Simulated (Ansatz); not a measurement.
Harmonic frequencies (cm⁻¹) at PBE0-D4/def2-TZVP from Ansatz: 29, 83, 146, 163, 176, 204, 242, 360, 387, 472, 565, 645, 681, 700, 742, 784, 836, 876, 891, 911, 1268, 1443, 1449, 1875, 2190, 3042, 3127, 3131, 3933, 3949.

Each molecule was computed in one conformer, which needn't be the lowest.

Question: Which molecule is it?
A. `C[O][Al]([OH])[SiH3]`
B. `[CH3][AlH][O][SiH2]O`
C. `C[SiH](O)[AlH][OH]`
D. `CC1C[SiH2]1`

Answer: C.
